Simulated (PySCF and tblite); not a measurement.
The numbers below are computed, except where a source is named.
System: C₇H₆F₂, numbered as in [F:1][C:2]1=[CH:3][CH:4]=[CH:5][CH:6]=[C:7]([F:8])[CH2:9]1.

Level: PBE0/pcSseg-1 + D3(BJ) on GFN2-xTB stationary points, with GFN2-xTB thermal terms. Rates follow Eyring's equation with the number of equivalent paths and no tunnelling. Programs: tblite and PySCF.

**Question.** What barrier does the inversion of the 7-membered ring (2–3–4–5–6–7–9) meet, and how fast is it at 298 K?

**Answer.** The electronic barrier is 2.8 kcal/mol and ΔG‡(298 K) 3.0 kcal/mol, over a C2v saddle with an imaginary mode of 84i cm⁻¹ (GFN2-xTB). With 1 equivalent path, k is 3.6×10¹⁰ s⁻¹, a mean lifetime of the start of 28 ps against this motion.
